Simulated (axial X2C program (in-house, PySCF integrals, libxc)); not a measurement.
Levels of NaCu⁺ by electron attachment to NaCu²⁺ (EOM-EA-CCSD)

Computed with an axial X2C code built on PySCF integrals: two-component X2C with atomic mean-field Coulomb and Gaunt terms, Gaussian nuclei, basis Cu dyall-acv3z, Na dyall-acv3z with contracted cores.

R = 3.013 Å (near the PBE0 minimum at charge 1 of the determinant lowest at the starting distance; the state shown can have its own minimum elsewhere).

Hartree–Fock spinors of NaCu²⁺ (one of each Kramers pair; a window near the gap, which can cut inner shells):

```tsv
ω	occupied	ε (eV)	character
1/2	yes	-26.89	100% Cu d
3/2	yes	-26.86	100% Cu d
3/2	yes	-26.55	100% Cu d
1/2	yes	-26.54	100% Cu d
5/2	yes	-26.52	100% Cu d
1/2	no	-11.61	53% Cu s, 20% Na s, 16% Na p
1/2	no	-8.46	38% Cu p, 33% Na s, 16% Cu s
1/2	no	-7.82	56% Cu p, 31% Na p, 9% Na d
3/2	no	-7.81	56% Cu p, 31% Na p, 9% Na d
1/2	no	-6.68	33% Na p, 30% Cu p, 24% Na s
1/2	no	-5.69	50% Na p, 25% Cu p, 15% Cu d
```

Levels of NaCu⁺ obtained by attaching an electron to NaCu²⁺:

```
  Ω  binding energy (eV)  above lowest (cm⁻¹)                  attached spinor  one-particle weight
1/2               12.407                    0  59% Cu sσ, 16% Na sσ, 15% Na pσ                 0.98
1/2                8.922                28106  46% Cu pσ, 32% Na sσ, 13% Cu sσ                 0.97
1/2                8.168                34191  63% Cu pπ, 24% Na pπ, 11% Na dπ                 0.98
3/2                8.147                34360  62% Cu pπ, 25% Na pπ, 10% Na dπ                 0.97
```

What is the splitting of the first π pair in the table, and is it regular or inverted?

E(3/2) − E(1/2) = 34360 − 34191 = 169 cm⁻¹ at EOM-EA-CCSD: regular, Ω = 1/2 lower. Splittings at this level can be off by ten to twenty per cent.

This point took 27 s on 1 thread of Arm Neoverse V1, with other jobs on the host.

Reference electrons by ω block (each with its −ω partner): 1/2: 13, 3/2: 5, 5/2: 1. 18 electrons of NaCu²⁺ correlated (inner shells frozen), 84 natural virtual spinors (a truncated set); levels can be off by some tenths of an eV. Roots sought by Ω: (1/2: 5, 3/2: 4, 5/2: 2, 7/2: 1); the list ends where they run out and leaves out roots under 60 % one-particle weight. The solver can skip a root, and states that need a further excitation, which the method places far too high, are missing though they may lie low or lowest. T1 of the reference 0.016 (Lee–Taylor). The reference was not checked to be the lowest state of its species. Number of frozen shells: Cu 3 s, 2 p; Na 1 s.
